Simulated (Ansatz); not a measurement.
`N=C1O[SiH]1N`, 9 atoms. Charge 0, multiplicity 1. All runs use 2 threads of an Arm Neoverse V1 on a shared host. Correlated methods freeze the cores.

Task: Give the basis size and wall time and peak host memory of each of these runs in Ansatz. RHF-CCSD(T)/def2-SVP energy; RKS ωB97M-V/def2-SVP energy; direct RPA on PBE orbitals/def2-TZVPP energy; RHF-MP2/def2-QZVPP energy; RKS PBE0-D4/def2-TZVP frequencies; RKS PBE0-D4/def2-SVP energy; RKS B2PLYP (frozen core)/def2-TZVPP energy; RHF-CCSD(T)/def2-TZVPP energy; RKS PBE0-D4/def2-TZVP relaxation (13 steps); RKS BHLYP-D4/def2-TZVPP energy; RKS ωB97M-V/def2-QZVPP energy; RKS ωB97X-V/def2-TZVPP energy. (An estimate is asked.)

Result: Computed: Other jobs shared the machine, so times are rough.

```
                                level                    job  functions  wall time  peak host memory (GiB)
                 RKS PBE0-D4/def2-SVP                 energy         94      1.4 s                    0.18
              RKS BHLYP-D4/def2-TZVPP                 energy        222      3.9 s                    0.46
                 RHF-CCSD(T)/def2-SVP                 energy         94      5.5 s                    0.35
                 RKS ωB97M-V/def2-SVP                 energy         94        6 s                    0.26
direct RPA on PBE orbitals/def2-TZVPP                 energy        222      6.5 s                    0.47
  RKS B2PLYP (frozen core)/def2-TZVPP                 energy        222      7.5 s                     0.5
               RKS ωB97X-V/def2-TZVPP                 energy        222       11 s                    0.55
               RKS ωB97M-V/def2-QZVPP                 energy        418       25 s                     1.4
                   RHF-MP2/def2-QZVPP                 energy        418       26 s                       2
                RKS PBE0-D4/def2-TZVP  relaxation (13 steps)        185       62 s                    0.41
               RHF-CCSD(T)/def2-TZVPP                 energy        222    2.3 min                     3.6
                RKS PBE0-D4/def2-TZVP            frequencies        185    2.9 min                    0.42
```
